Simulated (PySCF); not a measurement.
**Correlation energy of Ar⁺ (argon, charge +1)**

[Ne] 3s2 3p5, 2P determinant. Computed with PySCF 2.14 in def2-TZVP (5s5p2d1f, 37 functions), with the non-relativistic Hamiltonian (point nucleus). Frozen: [Ne]; 7 electrons correlated.

MP2 pair energies summed by pair of shells (mhartree):

```json
{"pair": "3p-3p", "energy": "-103.45", "share (%)": "63.7"}
{"pair": "3s-3p", "energy": "-50.33", "share (%)": "31.0"}
{"pair": "3s-3s", "energy": "-8.71", "share (%)": "5.4"}
```

Total MP2 correlation energy: -162.49 mhartree.

Same-spin part -37.79 and opposite-spin part -124.70 mhartree; SCS-MP2 scales them by 1/3 and 6/5 to -162.24 mhartree.

| level | correlation energy (mhartree) |
| --- | --- |
| CCSD | -188.31 |
| (T) | -5.28 |
| CCSD(T) | -193.59 |

Diagnostics: T1 = 0.0064, D1 = 0.0219, largest double amplitude 0.054.

Is a single reference adequate?

Yes: T1 lies below 0.03 and no double amplitude reaches 0.07.
